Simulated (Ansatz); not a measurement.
A structure relaxed at PBE-D4/def2-SVP in Ansatz, charge 0, singlet:

```tsv
atom	x (Å)	y (Å)	z (Å)
Ge1	-1.028	0.873	1.751
Ge2	1.896	0.483	-0.231
Ge3	-1.059	-1.688	-0.909
F4	-1.486	-0.847	0.854
F5	0.832	-1.179	-0.602
F6	-1.454	-0.181	-1.751
F7	1.773	1.042	-1.903
F8	0.136	1.364	0.244
F9	0.390	0.132	2.545
```

(1) Give its formula.

(2) Summarise the bond lengths by kind (pairs closer than 1.2 times the sum of covalent radii, bridged metal pairs left out).

Results:

(1) the cluster Ge3F6.

(2) 9 × F–Ge 1.77 to 2.02 Å.

The structure comes from a short search, and lower isomers may exist.
